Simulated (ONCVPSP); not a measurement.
## Sr (Z = 38), ONCV: configuration errors across variants

* Element: Sr
* Generator: ONCVPSP 4.0.1
* Type: optimised norm-conserving Vanderbilt (ONCV)
* Functional: LDA (Perdew-Zunger)
* Relativity: scalar-relativistic
* Frozen core: [Kr]
* Valence charge: 2
* Reference configuration: 5s2
* Partial waves: 5s: rc 3.70 bohr, ncon 5, nbas 8, qcut 2 1/bohr, 3 projectors, debl 1.9 Ha; p scattering state at 0.16 Ha: rc 4.00 bohr, ncon 4, nbas 7, qcut 1.9 1/bohr, 2 projectors, debl 0.8 Ha; d scattering state at 0.37 Ha: rc 2.85 bohr, ncon 4, nbas 8, qcut 3.3 1/bohr, 2 projectors, debl 2.4 Ha
* Local potential: polynomial inside 2.25 bohr (lpopt 5, dvloc0 4 Ha)
* Core correction: none

In the p channel the program set the typed energies aside and used 0.050, 0.850 Ha. In the d channel the program set the typed energies aside and used 0.050, 2.450 Ha.

All-electron excitation energies from the reference (eV): (1) 5s1 6.063; (2) 5s1.5 2.413; (3) 5s1 5p1 2.391; (4) 4d1 5s1 2.340.

1 further variants failed, have other tests or another functional or relativity, and are left out.

Errors AE − PS in meV (a dash: test not solved or not reliable):

```csv
change,(1),(2),(3),(4),bound ghosts,GHOST(+) flags above zero
base,+33,+5.0,+18,+175,none,s
s: qcut 1.6; p: qcut 1.5; d: qcut 2.6,+33,+4.9,+17,+165,none,s
"local potential polynomial inside 2.25 bohr (lpopt 5, dvloc0 1 Ha)",+33,+5.0,+18,+176,none,"s, p"
"all radii scaled by about 0.90 (s 3.34, p 3.62, d 2.58 bohr); local potential polynomial inside 2.04 bohr (lpopt 5, dvloc0 4 Ha)",+33,+4.9,+18,+170,none,s
"core correction Teter function, fcfact 1.5, rcfact 1.6",-6.7,-1.7,+2.8,+53,none,s
p: rc 4.74,+33,+5.0,+19,+175,none,s
"local potential polynomial inside 1.85 bohr (lpopt 1, dvloc0 4 Ha)",+33,+5.0,+18,+176,none,"s, p"
```

Q: Give the same row for: d: rc 2.02; local potential polynomial inside 2.02 bohr (lpopt 5, dvloc0 4 Ha).

A: +33, +5.0, +18, +195; bound ghosts: none; GHOST(+) flags above zero: s.
